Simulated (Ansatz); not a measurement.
A CCSD(T) single point on `N[CH]1[SiH2][GeH2]1`.

```yaml
crystal:
  periodic: [false, false, false]
  atoms:
    - {symbol: N, position_ang: [-1.361106, 0.878288, -0.257370]}
    - {symbol: C, position_ang: [0.046634, 0.641637, -0.042671]}
    - {symbol: Si, position_ang: [0.453059, -0.643850, 1.294860]}
    - {symbol: Ge, position_ang: [0.749673, -1.020766, -0.950656]}
    - {symbol: H, position_ang: [-1.540331, 1.297692, -1.160641]}
    - {symbol: H, position_ang: [-1.754734, 1.479897, 0.455726]}
    - {symbol: H, position_ang: [0.732179, 1.493596, -0.103671]}
    - {symbol: H, position_ang: [1.618554, -0.358703, 2.167464]}
    - {symbol: H, position_ang: [-0.706287, -1.202077, 2.027476]}
    - {symbol: H, position_ang: [-0.294240, -1.745550, -1.797122]}
    - {symbol: H, position_ang: [2.122099, -0.877164, -1.612795]}
basis:
  gaussian: {orbitals: def2-TZVPP}
correlation: {method: ccsd_t}
```

```sh
$ ansatz run in.yaml --threads 4 --pin off --events-out ev --progress --plain --max-ram 10444MiB
```

The program prints (abridged):

```
Functional definition: HF
  name "HF"
  cite "Fock, Z. Phys. 61, 126 (1930) doi:10.1007/BF01340294"
  parent pbe
  exchange = exact_x
  correlation = 0
1476 factors; integrals over basis functions are off by at most 1.0e-3 eV
mean field evaluation 1: about -66954.3859 eV, gradient 3.6e1 eV
mean field evaluation 2: about -66954.6206 eV, gradient 3.6e1 eV
mean field evaluation 4: about -66958.1783 eV, gradient 4.0e0 eV
mean field evaluation 8: about -66958.2473 eV, gradient 2.8e-1 eV
mean field -66958.24757184 eV, -2460.6702123349 hartree, gradient 2.7e-6 eV, S^2 0.000000; 0 other end points of the search recorded, 0 dependent functions left out
16 core orbitals not correlated: weight in the atoms' cores, before any rotation towards them, 1.000 or more for the frozen orbitals, at most 0.000 for the correlated occupied ones
reference -66958.24757184 eV, -2460.6702123349 hartree; 17, 17 occupied and 217, 217 virtual orbitals, 1476 factors
second order -20.93608044 eV of doubles, -0.00000000 eV of singles
cycle   1  -21.24379034 eV  change   -3.1e-1 eV  update   1.1e-1
cycle   2  -21.90692355 eV  change   -6.6e-1 eV  update   3.2e-2
cycle   3  -21.99243183 eV  change   -8.6e-2 eV  update   1.4e-2
cycle   4  -21.98360528 eV  change    8.8e-3 eV  update   3.7e-3
cycle   5  -21.98379991 eV  change   -1.9e-4 eV  update   1.7e-3
cycle   6  -21.98351909 eV  change    2.8e-4 eV  update   5.5e-4
cycle   7  -21.98331902 eV  change    2.0e-4 eV  update   2.3e-4
cycle   8  -21.98335677 eV  change   -3.8e-5 eV  update   8.0e-5
cycle   9  -21.98337583 eV  change   -1.9e-5 eV  update   2.8e-5
perturbative correction -0.91135221 eV, -0.0334915760 hartree
Total energy: -66981.14229988 eV, -2461.5115780718 hartree
```

Hardware: 4 threads of an AMD EPYC 9R45 on a shared host. Wall time 47 s, peak host memory 5.2 GiB.

The correlation energy is -22.895 eV, 4.0 % of it from (T); the T1 diagnostic reads 0.0120.
